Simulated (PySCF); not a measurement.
C₆H₁₃, doublet, geometry from GFN2-xTB, atoms displaced at random by about 0.08 Å a coordinate; TPSS/STO-3G, gradient by finite differences (PySCF).

The PySCF input:
```python
from pyscf import gto, scf, dft

mol = gto.M(
    atom='''
C    -2.042242    0.905403    0.154924
C    -1.615835   -0.482455   -0.351382
C    -0.369862   -0.348107   -0.892051
C     0.716053   -1.103219    0.111662
C     1.953710   -0.091353    0.106123
C     1.579838    1.275938    0.743700
H    -1.649861    1.206847    1.024692
H    -2.029486    1.700287   -0.460104
H    -3.415393    0.769993    0.435171
H    -2.022318   -1.309486    0.359933
H    -2.469300   -0.870978   -1.206264
H    -0.050919   -0.105623   -1.986255
H     0.322414   -1.089713    1.128200
H     1.191846   -1.938294   -0.336528
H     2.407661    0.032101   -0.856344
H     2.894038   -0.658378    0.694501
H     0.754477    1.737453    0.150512
H     1.424052    1.015672    1.950535
H     2.485503    1.898584    0.694588
''',
    basis='sto-3g',
    charge=0,
    spin=1,
    verbose=4,
)

mf = dft.UKS(mol)
mf.xc = 'tpss'
mf.conv_tol = 1e-11
mf.kernel()
scan, done = mf.as_scanner(), []
scan.scf_summary = {}
def energy(d):
    c = mol.atom_coords()
    c[2, 1] += d
    e = scan(mol.set_geom_(c, unit='Bohr', inplace=False))
    done.append(scan.converged)
    return e
h = 1e-5
fd = (energy(h) - energy(-h)) / (2 * h)
print('dE/dx =', fd)
```

Output, abridged:

```
PySCF version 2.14.0

[INPUT] verbose = 4
[INPUT] num. atoms = 19
[INPUT] num. electrons = 49
[INPUT] charge = 0
[INPUT] spin (= nelec alpha-beta = 2S) = 1
[INPUT] symmetry False subgroup None
[INPUT] Mole.unit = angstrom
[INPUT] Symbol           X                Y                Z      unit          X                Y                Z       unit  Magmom
[...]
nuclear repulsion = 242.088946671505
number of shells = 31
number of NR pGTOs = 129
number of NR cGTOs = 43
basis = sto-3g
ecp = {}

******** <class 'pyscf.dft.uks.UKS'> ********
method = UKS
initial guess = minao
damping factor = 0
level_shift factor = 0
DIIS = <class 'pyscf.scf.diis.CDIIS'>
diis_start_cycle = 1
diis_space = 8
diis_damp = 0
SCF conv_tol = 1e-11
SCF conv_tol_grad = None
SCF max_cycles = 50
direct_scf = True
direct_scf_tol = 1e-13
number electrons alpha = 25  beta = 24
XC library pyscf.dft.libxc version 7.1.2
    S. Lehtola, C. Steigemann, M. J. T. Oliveira, and M. A. L. Marques,  SoftwareX 7, 1–5 (2018)
XC functionals = tpss
    J. Tao, J. P. Perdew, V. N. Staroverov, and G. E. Scuseria,  Phys. Rev. Lett. 91, 146401 (2003)
    J. P. Perdew, J. Tao, V. N. Staroverov, and G. E. Scuseria,  J. Chem. Phys. 120, 6898 (2004)
    J. Tao, J. P. Perdew, V. N. Staroverov, and G. E. Scuseria,  Phys. Rev. Lett. 91, 146401 (2003)
    J. P. Perdew, J. Tao, V. N. Staroverov, and G. E. Scuseria,  J. Chem. Phys. 120, 6898 (2004)
radial grids:
    Treutler-Ahlrichs [JCP 102, 346 (1995); DOI:10.1063/1.469408] (M4) radial grids

becke partition: Becke, JCP 88, 2547 (1988); DOI:10.1063/1.454033
pruning grids: <function nwchem_prune>
grids dens level: 3
symmetrized grids: False
atomic radii adjust function: <function treutler_atomic_radii_adjust>
small_rho_cutoff = 0
Set gradient conv threshold to 3.16228e-06
tot grids = 212216
init E= -233.416426079556

cycle= 1 E= -233.476950268117  delta_E= -0.0605  |g|= 0.179  |ddm|= 3.63
cycle= 2 E= -233.471678418274  delta_E= 0.00527  |g|= 0.203  |ddm|= 0.523
cycle= 3 E= -233.500876747674  delta_E= -0.0292  |g|= 0.0222  |ddm|= 0.306
cycle= 4 E= -233.501216354568  delta_E= -0.00034  |g|= 0.0115  |ddm|= 0.0469
cycle= 5 E= -233.501319081374  delta_E= -0.000103  |g|= 0.00256  |ddm|= 0.019
cycle= 6 E= -233.501326499684  delta_E= -7.42e-06  |g|= 0.00115  |ddm|= 0.00652
cycle= 7 E= -233.501327772034  delta_E= -1.27e-06  |g|= 0.000467  |ddm|= 0.00286
cycle= 8 E= -233.501327963147  delta_E= -1.91e-07  |g|= 0.000105  |ddm|= 0.00095
cycle= 9 E= -233.501327974916  delta_E= -1.18e-08  |g|= 6.69e-05  |ddm|= 0.000293
cycle= 10 E= -233.501327979174  delta_E= -4.26e-09  |g|= 1.47e-05  |ddm|= 0.000139
cycle= 11 E= -233.501327979518  delta_E= -3.44e-10  |g|= 7.18e-06  |ddm|= 4.93e-05
cycle= 12 E= -233.501327979566  delta_E= -4.73e-11  |g|= 3.46e-06  |ddm|= 1.67e-05
cycle= 13 E= -233.501327979578  delta_E= -1.21e-11  |g|= 8.9e-07  |ddm|= 7.84e-06
cycle= 14 E= -233.501327979579  delta_E= -9.09e-13  |g|= 4.65e-07  |ddm|= 3.07e-06
Extra cycle  E= -233.501327979579  delta_E= -1.14e-13  |g|= 5.08e-07  |ddm|= 1.52e-06
converged SCF energy = -233.501327979579  <S^2> = 0.75565202  2S+1 = 2.0056441
Create scanner for <class 'pyscf.dft.uks.UKS'>

WARN: Mole.unit (angstrom) is changed to Bohr

New geometry
   1 C     -2.042242000000   0.905403000000   0.154924000000 AA   -3.859278060084   1.710963702360   0.292763930122 Bohr
   2 C     -1.615835000000  -0.482455000000  -0.351382000000 AA   -3.053485612487  -0.911707817427  -0.664015745102 Bohr
   3 C     -0.369862000000  -0.348101708228  -0.892051000000 AA   -0.698937883884  -0.657816892044  -1.685732079144 Bohr
   4 C      0.716053000000  -1.103219000000   0.111662000000 AA    1.353144060673  -2.084781765417   0.211010598521 Bohr
   5 C      1.953710000000  -0.091353000000   0.106123000000 AA    3.691976826824  -0.172632150657   0.200543405517 Bohr
   6 C      1.579838000000   1.275938000000   0.743700000000 AA    2.985461141181   2.411173371925   1.405389318839 Bohr
[...]
converged SCF energy = -233.501327414742  <S^2> = 0.75565201  2S+1 = 2.005644
[...]
   3 C     -0.369862000000  -0.348112291772  -0.892051000000 AA   -0.698937883884  -0.657836892044  -1.685732079144 Bohr
   4 C      0.716053000000  -1.103219000000   0.111662000000 AA    1.353144060673  -2.084781765417   0.211010598521 Bohr
   5 C      1.953710000000  -0.091353000000   0.106123000000 AA    3.691976826824  -0.172632150657   0.200543405517 Bohr
   6 C      1.579838000000   1.275938000000   0.743700000000 AA    2.985461141181   2.411173371925   1.405389318839 Bohr
   7 H     -1.649861000000   1.206847000000   1.024692000000 AA   -3.117785433601   2.280610304253   1.936387242033 Bohr
   8 H     -2.029486000000   1.700287000000  -0.460104000000 AA   -3.835172713639   3.213076763158  -0.869470548817 Bohr
   9 H     -3.415393000000   0.769993000000   0.435171000000 AA   -6.454157377757   1.455075887832   0.822354007353 Bohr
  10 H     -2.022318000000  -1.309486000000   0.359933000000 AA   -3.821627156778  -2.474569903952   0.680174793193 Bohr
  11 H     -2.469300000000  -0.870978000000  -1.206264000000 AA   -4.666300719389  -1.645909880521  -2.279508593922 Bohr
  12 H     -0.050919000000  -0.105623000000  -1.986255000000 AA   -0.096222964537  -0.199598542455  -3.753477963548 Bohr
  13 H      0.322414000000  -1.089713000000   1.128200000000 AA    0.609274158726  -2.059259124378   2.131989013734 Bohr
  14 H      1.191846000000  -1.938294000000  -0.336528000000 AA    2.252262522658  -3.662844808888  -0.635945753248 Bohr
  15 H      2.407661000000   0.032101000000  -0.856344000000 AA    4.549819890796   0.060662098325  -1.618255628415 Bohr
  16 H      2.894038000000  -0.658378000000   0.694501000000 AA    5.468939214084  -1.244154106439   1.312416683237 Bohr
  17 H      0.754477000000   1.737453000000   0.150512000000 AA    1.425754897283   3.283310324304   0.284426458461 Bohr
  18 H      1.424052000000   1.015672000000   1.950535000000 AA    2.691068267139   1.919341912389   3.685976946379 Bohr
  19 H      2.485503000000   1.898584000000   0.694588000000 AA    4.696919951785   3.587803784481   1.312581089409 Bohr

******** <class 'pyscf.scf.hf.UKS_Scanner'> ********
method = UKS_Scanner
initial guess = minao
damping factor = 0
level_shift factor = 0
DIIS = <class 'pyscf.scf.diis.CDIIS'>
diis_start_cycle = 1
diis_space = 8
diis_damp = 0
SCF conv_tol = 1e-11
SCF conv_tol_grad = None
SCF max_cycles = 50
direct_scf = True
direct_scf_tol = 1e-13
number electrons alpha = 25  beta = 24
XC library pyscf.dft.libxc version 7.1.2
    S. Lehtola, C. Steigemann, M. J. T. Oliveira, and M. A. L. Marques,  SoftwareX 7, 1–5 (2018)
XC functionals = tpss
    J. Tao, J. P. Perdew, V. N. Staroverov, and G. E. Scuseria,  Phys. Rev. Lett. 91, 146401 (2003)
    J. P. Perdew, J. Tao, V. N. Staroverov, and G. E. Scuseria,  J. Chem. Phys. 120, 6898 (2004)
    J. Tao, J. P. Perdew, V. N. Staroverov, and G. E. Scuseria,  Phys. Rev. Lett. 91, 146401 (2003)
    J. P. Perdew, J. Tao, V. N. Staroverov, and G. E. Scuseria,  J. Chem. Phys. 120, 6898 (2004)
radial grids:
    Treutler-Ahlrichs [JCP 102, 346 (1995); DOI:10.1063/1.469408] (M4) radial grids

becke partition: Becke, JCP 88, 2547 (1988); DOI:10.1063/1.454033
pruning grids: <function nwchem_prune>
grids dens level: 3
symmetrized grids: False
atomic radii adjust function: <function treutler_atomic_radii_adjust>
small_rho_cutoff = 0
Set gradient conv threshold to 3.16228e-06
tot grids = 212216
init E= -233.501329338668
cycle= 1 E= -233.50132854437  delta_E= 7.94e-07  |g|= 6.45e-06  |ddm|= 2.67e-05
cycle= 2 E= -233.501328544354  delta_E= 1.6e-11  |g|= 8.09e-06  |ddm|= 2.07e-05
cycle= 3 E= -233.5013285444  delta_E= -4.52e-11  |g|= 5.54e-07  |ddm|= 1.17e-05
cycle= 4 E= -233.5013285444  delta_E= -4.55e-13  |g|= 1.71e-07  |ddm|= 1.04e-06
Extra cycle  E= -233.5013285444  delta_E= -1.14e-13  |g|= 2e-07  |ddm|= 5.44e-07
converged SCF energy = -233.5013285444  <S^2> = 0.75565205  2S+1 = 2.0056441
dE/dx = 0.056482917898392764
```
